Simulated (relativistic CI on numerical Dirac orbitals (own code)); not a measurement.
## Electric-dipole transitions in P4+

Method of calculation: Dirac-Coulomb-Breit CI, orbitals from a KLI potential per configuration, model QED, valence Slater integrals scaled by 0.85, P86 correlation energy added to each configuration (own radial code, finite nucleus).

Configuration list (outside the closed core [Ne]): 3s, 3p, 3d, 4s, 4p, 4d, 4f, 5s, 5p, 5d, 5f, 5g, 6s, 6p, 6d. Levels of other configurations are missing.

| λ vac (nm) | Lower | Upper | A (s⁻¹) | log gf | S velocity/length |
| --- | --- | --- | --- | --- | --- |
| 47.525 | 3d 2D_5/2 [4] | 5f 2F°_7/2 [19] | 3.69e+09 | 0.00 | 0.96 |
| 47.526 | 3d 2D_3/2 [5] | 5f 2F°_5/2 [18] | 3.44e+09 | -0.16 | 0.96 |
| 54.812 | 3p 2P°_1/2 [2] | 4s 2S_1/2 [6] | 2.24e+09 | -0.69 | 1.06 |
| 55.045 | 3p 2P°_3/2 [3] | 4s 2S_1/2 [6] | 4.50e+09 | -0.39 | 1.06 |
| 67.264 | 3d 2D_5/2 [4] | 4f 2F°_7/2 [12] | 9.86e+09 | 0.73 | 0.96 |
| 67.266 | 3d 2D_5/2 [4] | 4f 2F°_5/2 [11] | 6.58e+08 | -0.57 | 0.96 |
| 67.268 | 3d 2D_3/2 [5] | 4f 2F°_5/2 [11] | 9.21e+09 | 0.57 | 0.96 |
| 86.854 | 3p 2P°_1/2 [2] | 3d 2D_3/2 [5] | 3.29e+09 | 0.17 | 1.00 |
| 87.441 | 3p 2P°_3/2 [3] | 3d 2D_3/2 [5] | 6.46e+08 | -0.53 | 1.00 |
| 87.444 | 3p 2P°_3/2 [3] | 3d 2D_5/2 [4] | 3.87e+09 | 0.43 | 1.00 |
| 101.02 | 3d 2D_5/2 [4] | 4p 2P°_3/2 [8] | 1.15e+09 | -0.15 | 1.10 |
| 101.31 | 3d 2D_3/2 [5] | 4p 2P°_1/2 [7] | 1.28e+09 | -0.40 | 1.10 |
| 112.06 | 3s 2S_1/2 [1] | 3p 2P°_3/2 [3] | 1.32e+09 | 0.00 | 0.96 |
| 113.04 | 3s 2S_1/2 [1] | 3p 2P°_1/2 [2] | 1.28e+09 | -0.31 | 0.95 |
| 139.21 | 4p 2P°_1/2 [7] | 5s 2S_1/2 [13] | 6.38e+08 | -0.43 | 1.00 |
| 139.74 | 4p 2P°_3/2 [8] | 5s 2S_1/2 [13] | 1.28e+09 | -0.13 | 1.01 |
| 141.77 | 4d 2D_5/2 [9] | 5f 2F°_7/2 [19] | 1.75e+09 | 0.63 | 0.95 |
| 141.78 | 4d 2D_3/2 [10] | 5f 2F°_5/2 [18] | 1.63e+09 | 0.47 | 0.95 |
| 161.76 | 4f 2F°_5/2 [11] | 5g 2G_7/2 [20] | 2.57e+09 | 0.91 | 1.00 |
| 161.76 | 4f 2F°_7/2 [12] | 5g 2G_9/2 [21] | 2.66e+09 | 1.02 | 1.00 |
| 220.12 | 4d 2D_5/2 [9] | 5p 2P°_3/2 [15] | 5.18e+08 | 0.18 | 1.01 |
| 220.76 | 4d 2D_3/2 [10] | 5p 2P°_1/2 [14] | 5.77e+08 | -0.07 | 1.00 |
| 242.91 | 4p 2P°_1/2 [7] | 4d 2D_3/2 [10] | 6.13e+08 | 0.34 | 1.01 |
| 244.53 | 4p 2P°_3/2 [8] | 4d 2D_3/2 [10] | 1.20e+08 | -0.36 | 1.01 |
| 244.55 | 4p 2P°_3/2 [8] | 4d 2D_5/2 [9] | 7.23e+08 | 0.59 | 1.01 |
| 278.11 | 5p 2P°_1/2 [14] | 6s 2S_1/2 [22] | 2.33e+08 | -0.27 | 0.98 |
| 279.10 | 5p 2P°_3/2 [15] | 6s 2S_1/2 [22] | 4.67e+08 | 0.04 | 0.99 |
| 315.68 | 4s 2S_1/2 [6] | 4p 2P°_3/2 [8] | 2.43e+08 | 0.16 | 0.99 |
| 318.42 | 4s 2S_1/2 [6] | 4p 2P°_1/2 [7] | 2.36e+08 | -0.14 | 0.98 |
| 408.76 | 5d 2D_5/2 [16] | 6p 2P°_3/2 [24] | 2.33e+08 | 0.37 | 0.97 |
| 409.98 | 5d 2D_3/2 [17] | 6p 2P°_1/2 [23] | 2.59e+08 | 0.12 | 0.97 |
| 511.50 | 5p 2P°_1/2 [14] | 5d 2D_3/2 [17] | 1.78e+08 | 0.45 | 1.01 |
| 514.85 | 5p 2P°_3/2 [15] | 5d 2D_3/2 [17] | 3.51e+07 | -0.25 | 1.01 |
| 514.92 | 5p 2P°_3/2 [15] | 5d 2D_5/2 [16] | 2.10e+08 | 0.70 | 1.01 |
| 677.43 | 5s 2S_1/2 [13] | 5p 2P°_3/2 [15] | 6.90e+07 | 0.28 | 0.99 |
| 683.32 | 5s 2S_1/2 [13] | 5p 2P°_1/2 [14] | 6.73e+07 | -0.03 | 0.99 |
| 921.79 | 6p 2P°_1/2 [23] | 6d 2D_3/2 [26] | 6.68e+07 | 0.53 | 1.00 |
| 927.80 | 6p 2P°_3/2 [24] | 6d 2D_3/2 [26] | 1.32e+07 | -0.17 | 1.00 |
| 927.93 | 6p 2P°_3/2 [24] | 6d 2D_5/2 [25] | 7.90e+07 | 0.79 | 1.00 |
| 1137.8 | 4d 2D_5/2 [9] | 4f 2F°_7/2 [12] | 6.08e+06 | -0.02 | 0.31 |
| 1138.8 | 4d 2D_3/2 [10] | 4f 2F°_5/2 [11] | 5.66e+06 | -0.18 | 0.31 |
| 1241.5 | 6s 2S_1/2 [22] | 6p 2P°_3/2 [24] | 2.54e+07 | 0.37 | 0.98 |
| 1252.4 | 6s 2S_1/2 [22] | 6p 2P°_1/2 [23] | 2.48e+07 | 0.07 | 0.97 |
| 1757.9 | 5d 2D_5/2 [16] | 5f 2F°_7/2 [19] | 5.86e+06 | 0.34 | 0.23 |
| 1759.4 | 5d 2D_3/2 [17] | 5f 2F°_5/2 [18] | 5.46e+06 | 0.18 | 0.23 |

Terms are leading LS components. Brackets give the number of a level in order of energy, since labels repeat. The list gives strong lines, with weight on those to low levels. Levels whose partners in the same complex of configurations lie outside the list can be far off, and so can their lines. Rates are taken at the computed energies, electric ones in the length gauge. A velocity-to-length ratio far from 1 marks an uncertain rate.

At this charge configurations can still be misplaced by up to about 7 % of their energy. 11 of the 11 excited levels that our extract of the measured tables holds in this range could be paired (the sources list more); they are missed by 1859 cm⁻¹ on average and 2501 at most, and levels without a partner can miss by more.

Problem. From the table, what is the radiative lifetime of 5f 2F°_7/2?

Solution. The listed rates from this level add up to about 5.44e+09 s⁻¹, 100 % of its decay; with all channels τ = 1.84e-10 s.
